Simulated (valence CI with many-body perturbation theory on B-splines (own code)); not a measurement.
**E1 line list for Sm29+**

Calculated by valence CI with perturbative core correlation (CI+MBPT): five valence electrons over a frozen Dirac-Fock core [Ar] 3d10, a basis of 9 s, 9 p, 8 d, 6 f, 3 g, 1 h functions for each j, with the one-electron correlation potential Σ1 (screened to all orders), the two-electron term Σ2, the three-electron term Σ3, Breit, model QED; selected single and double excitations, second order for the rest (own B-spline code, finite nucleus).

The last digits are not significant, and no measured levels were compared; by estimate large intervals hold to a few tenths of a per cent, small ones and those within an open d or f shell to about a per cent. Among the levels kept, up to 260 cm⁻¹ of a level comes from second order outside the variational space, and about a tenth of that is noise between levels of different J, which matters for small intervals.

Lines 51 to 100 of 209 in falling wavelength, among levels below 1797100 cm⁻¹, chosen from the strongest by gf and those to the six lowest levels. Wavelengths and rates use the calculated energies. Electric multipoles are in the length gauge, E1 and E2 with the static RPA response of the core. Weak lines are less certain than strong ones. Lines between different terms over intervals too small for the method are left out, as are lines whose strength nearly cancels. The highest levels of a list are the least certain.

Levels are named by their leading jj configuration (3d3/2^4 stands for four electrons in 3d with j = 3/2), which in mixed levels can hold well under half, so a name can repeat and another be missing. Letters in brackets count levels of one name in rising energy.

| λ vac (nm) | Upper | Lower | A (s⁻¹) | S (a.u.) |
| --- | --- | --- | --- | --- |
| 17.56 | (4s 4p1/2^2 4p3/2 4d3/2) J=5/2 | (4s 4p1/2 4p3/2^3) J=5/2 | 5.27e+08 | 8.45e-03 |
| 17.53 | (4s 4p1/2^2 4p3/2 4d3/2) J=3/2 | (4s 4p1/2 4p3/2^3) J=5/2 | 3.63e+08 | 3.86e-03 |
| 17.52 | (4s^2 4p1/2 4p3/2 4d3/2) J=5/2 | (4s^2 4p3/2^3) J=3/2 | 6.42e+08 | 1.02e-02 |
| 17.33 | (4s 4p1/2^2 4p3/2^2) J=3/2 | (4s^2 4p1/2 4p3/2^2) J=5/2 | 5.70e+09 | 5.85e-02 |
| 17.08 | (4p1/2^2 4p3/2^3) J=3/2 | (4s^2 4p1/2 4p3/2 4d3/2) J=1/2 [a] | 2.09e+09 | 2.06e-02 |
| 17.05 | (4p1/2^2 4p3/2^3) J=3/2 | (4s^2 4p1/2 4p3/2 4d3/2) J=3/2 [a] | 2.71e+09 | 2.65e-02 |
| 16.79 | (4s 4p1/2^2 4p3/2 4d5/2) J=3/2 | (4s^2 4p1/2 4p3/2 4d3/2) J=5/2 | 5.45e+09 | 5.09e-02 |
| 16.52 | (4s 4p1/2^2 4p3/2 4d5/2) J=5/2 | (4s^2 4p1/2 4p3/2 4d3/2) J=7/2 | 9.58e+08 | 1.28e-02 |
| 16.44 | (4p1/2^2 4p3/2^3) J=3/2 | (4s 4p1/2 4p3/2^3) J=5/2 | 2.04e+10 | 1.79e-01 |
| 16.39 | (4s 4p1/2^2 4p3/2^2) J=3/2 | (4s^2 4p1/2 4p3/2^2) J=3/2 | 1.75e+09 | 1.52e-02 |
| 16.32 | (4s^2 4p1/2^2 4d3/2) J=3/2 | (4s^2 4p1/2 4p3/2^2) J=1/2 | 7.11e+07 | 6.11e-04 |
| 16.27 | (4s 4p1/2 4p3/2^3) J=1/2 | (4s^2 4p3/2^3) J=3/2 | 4.25e+09 | 1.81e-02 |
| 15.89 | (4s 4p1/2^2 4p3/2 4d5/2) J=5/2 | (4s^2 4p1/2 4p3/2 4d3/2) J=5/2 | 7.45e+08 | 8.84e-03 |
| 15.65 | (4s 4p1/2^2 4p3/2 4d5/2) J=3/2 | (4s 4p1/2 4p3/2^3) J=5/2 | 7.83e+08 | 5.92e-03 |
| 15.64 | (4s 4p1/2 4p3/2^3) J=3/2 [b] | (4s^2 4p3/2^3) J=3/2 | 4.74e+09 | 3.57e-02 |
| 15.60 | (4s 4p1/2^2 4p3/2^2) J=1/2 | (4s^2 4p1/2 4p3/2^2) J=3/2 | 1.08e+08 | 4.06e-04 |
| 15.44 | (4p1/2^2 4p3/2^3) J=3/2 | (4s 4p1/2 4p3/2^3) J=3/2 [a] | 3.90e+09 | 2.84e-02 |
| 15.36 | (4s 4p1/2^2 4p3/2 4d5/2) J=5/2 | (4s^2 4p1/2 4p3/2 4d3/2) J=3/2 [a] | 5.73e+08 | 6.14e-03 |
| 15.28 | (4s^2 4p1/2^2 4d3/2) J=3/2 | (4s^2 4p1/2 4p3/2^2) J=5/2 | 5.57e+09 | 3.92e-02 |
| 14.89 | (4s^2 4p1/2 4p3/2 4d5/2) J=5/2 [a] | (4s^2 4p3/2^3) J=3/2 | 9.12e+08 | 8.91e-03 |
| 14.86 | (4s 4p1/2^2 4p3/2 4d5/2) J=5/2 | (4s 4p1/2 4p3/2^3) J=5/2 | 1.03e+09 | 1.01e-02 |
| 14.74 | (4s 4p1/2^2 4p3/2 4d5/2) J=3/2 | (4s 4p1/2 4p3/2^3) J=3/2 [a] | 2.46e+09 | 1.56e-02 |
| 14.70 | (4s^2 4p1/2 4p3/2 4d3/2) J=3/2 [b] | (4s^2 4p3/2^3) J=3/2 | 3.18e+08 | 1.99e-03 |
| 14.64 | (4s 4p1/2^2 4p3/2 4d3/2) J=5/2 | (4s^2 4p1/2^2 4d5/2) J=5/2 | 1.49e+09 | 1.39e-02 |
| 14.62 | (4s 4p1/2^2 4p3/2 4d3/2) J=3/2 | (4s^2 4p1/2^2 4d5/2) J=5/2 | 4.93e+08 | 3.04e-03 |
| 14.54 | (4s^2 4p1/2^2 4d3/2) J=3/2 | (4s^2 4p1/2 4p3/2^2) J=3/2 | 2.39e+09 | 1.45e-02 |
| 14.38 | (4s 4p1/2^2 4p3/2 4d3/2) J=7/2 | (4s^2 4p1/2^2 4d5/2) J=5/2 | 1.15e+09 | 1.35e-02 |
| 14.09 | (4s^2 4p1/2 4p3/2 4d3/2) J=1/2 [b] | (4s^2 4p3/2^3) J=3/2 | 1.46e+08 | 4.03e-04 |
| 14.07 | (4s^2 4p1/2 4p3/2 4d5/2) J=5/2 [b] | (4s^2 4p3/2^3) J=3/2 | 1.72e+09 | 1.42e-02 |
| 14.04 | (4s 4p1/2^2 4p3/2 4d5/2) J=5/2 | (4s 4p1/2 4p3/2^3) J=3/2 [a] | 2.49e+09 | 2.04e-02 |
| 13.95 | (4s^2 4p1/2^2 4d5/2) J=5/2 | (4s^2 4p1/2 4p3/2^2) J=5/2 | 4.19e+08 | 3.37e-03 |
| 13.83 | (4s^2 4p1/2 4p3/2 4d5/2) J=3/2 [a] | (4s^2 4p3/2^3) J=3/2 | 4.36e+09 | 2.28e-02 |
| 13.42 | (4s 4p1/2^2 4p3/2 4d3/2) J=5/2 | (4s^2 4p1/2^2 4d3/2) J=3/2 | 1.20e+09 | 8.58e-03 |
| 13.40 | (4s 4p1/2^2 4p3/2 4d3/2) J=3/2 | (4s^2 4p1/2^2 4d3/2) J=3/2 | 3.23e+09 | 1.53e-02 |
| 13.38 | (4s 4p1/2^2 4p3/2 4d3/2) J=1/2 | (4s^2 4p1/2^2 4d3/2) J=3/2 | 1.38e+09 | 3.26e-03 |
| 13.35 | (4s 4p1/2 4p3/2^3) J=3/2 [a] | (4s^2 4p1/2 4p3/2^2) J=1/2 | 4.76e+08 | 2.24e-03 |
| 13.33 | (4s^2 4p1/2^2 4d5/2) J=5/2 | (4s^2 4p1/2 4p3/2^2) J=3/2 | 1.02e+09 | 7.17e-03 |
| 13.29 | (4s 4p1/2^2 4p3/2 4d5/2) J=3/2 | (4s^2 4p1/2^2 4d5/2) J=5/2 | 1.18e+09 | 5.49e-03 |
| 13.08 | (4s^2 4p1/2 4p3/2 4d5/2) J=5/2 [c] | (4s^2 4p3/2^3) J=3/2 | 6.72e+08 | 4.45e-03 |
| 13.04 | (4s^2 4p1/2 4p3/2 4d5/2) J=3/2 [b] | (4s^2 4p3/2^3) J=3/2 | 1.46e+09 | 6.39e-03 |
| 12.76 | (4p1/2^2 4p3/2^3) J=3/2 | (4s^2 4p1/2^2 4d3/2) J=3/2 | 6.98e+08 | 2.86e-03 |
| 12.72 | (4s 4p1/2^2 4p3/2 4d5/2) J=5/2 | (4s^2 4p1/2^2 4d5/2) J=5/2 | 4.18e+09 | 2.55e-02 |
| 12.64 | (4s 4p1/2 4p3/2^3) J=3/2 [a] | (4s^2 4p1/2 4p3/2^2) J=5/2 | 1.88e+09 | 7.52e-03 |
| 12.62 | (4s^2 4p1/2 4p3/2 4d5/2) J=1/2 | (4s^2 4p3/2^3) J=3/2 | 9.85e+05 | 1.95e-06 |
| 12.60 | (4s 4p1/2^2 4p3/2 4d3/2) J=3/2 | (4s 4p1/2^2 4p3/2^2) J=1/2 | 6.93e+08 | 2.74e-03 |
| 12.59 | (4s 4p1/2^2 4p3/2 4d3/2) J=1/2 | (4s 4p1/2^2 4p3/2^2) J=1/2 | 1.11e+09 | 2.19e-03 |
| 12.51 | (4s 4p1/2^2 4p3/2^2) J=5/2 | (4s^2 4p1/2^2 4p3/2) J=3/2 | 8.18e+09 | 4.75e-02 |
| 12.34 | (4s^2 4p1/2 4p3/2 4d3/2) J=3/2 [a] | (4s^2 4p1/2 4p3/2^2) J=1/2 | 7.18e+08 | 2.66e-03 |
| 12.33 | (4s^2 4p1/2 4p3/2 4d3/2) J=1/2 [a] | (4s^2 4p1/2 4p3/2^2) J=1/2 | 4.79e+09 | 8.86e-03 |
| 12.27 | (4s 4p1/2^2 4p3/2 4d5/2) J=3/2 | (4s^2 4p1/2^2 4d3/2) J=3/2 | 2.07e+10 | 7.57e-02 |
